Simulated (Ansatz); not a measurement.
Reaction (atomization): `[PH2][GeH2][SH]` → Ge• + 5 H• + P• + S•

Gas-phase electronic energies from Ansatz, PBE0-D4/def2-TZVP geometries. CCSD(T)/CBS is the MP2 limit (def2-TZVPP, def2-QZVPP) plus CCSD(T) − MP2 in def2-TZVPP, frozen cores. This one scheme is used for every species, atoms too. Functionals use def2-TZVPP. No spin–orbit coupling; open shells (•) take unrestricted orbitals. Spin–orbit coupling would lower the free atoms: a little for S; clearly for Ge. Bonds to Ge are less sure, by a few kJ/mol each and by 10 to 20 or more in all where they break to atoms, as the def2 sets lack core-valence functions. Scalar relativity is left out up to krypton. One conformer a species, not always the lowest.

CCSD(T)/CBS gives +2146.5 kJ/mol.

(1) Another level gave +2136.8 kJ/mol. Which?
A. revPBE/def2-TZVPP
B. CAM-B3LYP/def2-TZVPP
C. PBE-D4/def2-TZVPP
D. r2SCANh-D4/def2-TZVPP

Largest T1 diagnostic among the species: 0.012.

Results:

(1) D. r2SCANh-D4 2136.8, PBE-D4 2143.4, CAM-B3LYP 2121.1, revPBE 2055.1 kJ/mol.

At CCSD(T), def2-SVP lies −196.2 kJ/mol from the extrapolated value and def2-TZVPP −58.2 kJ/mol: correlation converges slowly with the basis, and small sets miss more of it in the bonded molecule than in its fragments. From r2SCAN to r2SCAN0 (25 % exact exchange), in def2-TZVPP and without D4, ΔE moves by −26.4 kJ/mol: exact exchange takes away binding that semilocal exchange gives to molecules. In def2-TZVPP, CCSD(T) changes the Hartree–Fock value by +597.3 kJ/mol (the triples alone add +31.9 kJ/mol) and MP2 by +568.1 kJ/mol; breaking electron pairs costs correlation energy, which Hartree–Fock lacks.

For atomizations the MP2-based limit and the directly extrapolated one differ by several kJ/mol either way, and by 10 to 25 for some Ge, Se and Sn compounds, so smaller differences from it don't rank the levels.
